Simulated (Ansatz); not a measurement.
Born–Oppenheimer molecular dynamics of CH₃BClF (7 atoms, charge 0, multiplicity 1). It starts from a relaxed structure.

These are results of Ansatz, RKS B3LYP/6-31G*, not measurements.

```yaml
ensemble: NVE (velocity Verlet)
time_step: 0.5 fs
steps_asked: 500
starting_velocities_drawn_for: 200 K
seed: 210457
```

First frame:

```xyz
7
Properties=species:S:1:pos:R:3
B 0.013 -0.011 0.018
C -0.001 -0.018 1.579
H -0.987 -0.275 1.979
H 0.748 -0.702 1.993
H 0.261 0.984 1.950
Cl 1.535 0.036 -0.904
F -1.102 -0.015 -0.695
```

**Question.** How far do the bonds stretch over the last three quarters of this one trajectory? (Pairs bonded in most of those frames.)

**Answer.** 
```json
{"bond": "B1–C2", "mean (Å)": "1.563", "spread (Å)": "0.025", "shortest": "1.51", "longest": "1.62"}
{"bond": "B1–Cl6", "mean (Å)": "1.778", "spread (Å)": "0.036", "shortest": "1.71", "longest": "1.85"}
{"bond": "B1–F7", "mean (Å)": "1.324", "spread (Å)": "0.010", "shortest": "1.31", "longest": "1.34"}
{"bond": "C2–H3", "mean (Å)": "1.098", "spread (Å)": "0.014", "shortest": "1.07", "longest": "1.13"}
{"bond": "C2–H4", "mean (Å)": "1.093", "spread (Å)": "0.012", "shortest": "1.07", "longest": "1.11"}
{"bond": "C2–H5", "mean (Å)": "1.100", "spread (Å)": "0.013", "shortest": "1.07", "longest": "1.13"}
```

Mean temperature of the second half: 99 K. The conserved energy stayed within 0.067 meV per atom of its start (net change 0.048 meV per atom), so the integration is sound. The temperature averaged 0.50 of the 200 K drawn at the start: a run that starts near a minimum puts about half its kinetic energy into the potential. A run of 0.25 ps of so small a system gives no equilibrium averages.

Run time: 17 min on 2 threads of Arm Neoverse N1, on a shared host, peak memory 0.13 GiB.
